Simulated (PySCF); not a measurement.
Steps of a relaxation of GdH3(H2O)

GdH3(H2O) (singlet in the valence; each metal's 4f electrons, 7 of them, lie in its core potential, out of spins and levels; a saddle point, relaxed within its symmetry). PySCF 2.14.0, RKS PBE0, Gd lcecp-1-SVP with ECP53, H def2-SVP, O def2-SVP; non-relativistic Hamiltonian with scalar-relativistic core potentials where named; density fitting; no spin-orbit coupling. Origin of the start: template. Columns: position (Å) and force (eV/Å). Energies are counted from the last step; some of the 22 steps are shown. Forces carry noise of the integration grid, about 0.01 to 0.03 eV/Å.

Run from Python with OMP_NUM_THREADS=2. Where DIIS fails, smearing, a level shift and second-order steps follow.
It took 35 s on 2 threads of Arm Neoverse V2 (shared host), from the converged density of the start.

```xyz
7
step 0  E = 0.380 eV
Gd    0.1403   -0.1403    0.1403     0.77   -0.75    0.75
H     1.4177    1.1371    1.4177    -0.70   -0.50   -0.68
H    -1.1371   -1.4177    1.4177     0.52    0.68   -0.68
H     1.4177   -1.4177   -1.1371    -0.70    0.68    0.50
O    -1.2872    1.2872   -1.2872    -0.08    0.07   -0.07
H    -1.6278    2.1723   -1.0834     0.10   -0.13    0.06
H    -1.6278    1.0834   -2.1723     0.10   -0.06    0.13
```

```xyz
7
step 7  E = 0.010 eV
Gd    0.1957   -0.2299    0.2299     0.01    0.01   -0.01
H     1.1940    1.2549    1.2315     0.00    0.01    0.00
H    -1.1768   -1.2981    1.2981    -0.01   -0.03    0.03
H     1.1940   -1.2315   -1.2549     0.00    0.00   -0.01
O    -1.1909    1.1632   -1.1632    -0.04    0.05   -0.05
H    -1.4600    2.0727   -0.9730     0.02   -0.04   -0.01
H    -1.4600    0.9730   -2.0727     0.02    0.01    0.04
```

```xyz
7
step 14  E = 0.002 eV
Gd    0.1162   -0.2686    0.2686     0.01    0.03   -0.03
H     1.0550    1.3216    1.1698     0.00   -0.01   -0.01
H    -1.0605   -1.4506    1.4506    -0.01   -0.01    0.01
H     1.0550   -1.1698   -1.3216     0.00    0.01    0.01
O    -1.2224    1.1562   -1.1562    -0.03    0.02   -0.02
H    -1.3238    2.1070   -1.0084     0.02   -0.03    0.01
H    -1.3238    1.0084   -2.1070     0.02   -0.01    0.03
```

Q: Where does the relaxation end?

A: It converges at step 21 in Cs:
```xyz
7
step 21  E = 0
Gd    0.0820   -0.2826    0.2826
H     0.9732    1.3717    1.1149
H    -1.0265   -1.4991    1.4991
H     0.9732   -1.1149   -1.3717
O    -1.2501    1.1378   -1.1378
H    -1.2280    2.0952   -0.9961
H    -1.2280    0.9961   -2.0952
```

Q: How did the contacts change?

A: 
| contact | start (Å) | end (Å) |
| --- | --- | --- |
| Gd1–H2 (H) | 2.213 | 2.055 |
| Gd1–H3 (H) | 2.213 | 2.047 |
| Gd1–H4 (H) | 2.213 | 2.055 |
| Gd1–O5 (H2O) | 2.473 | 2.410 |


An lcecp potential fixes the number of 4f electrons, so in runs with it no electron can move into or out of that shell.
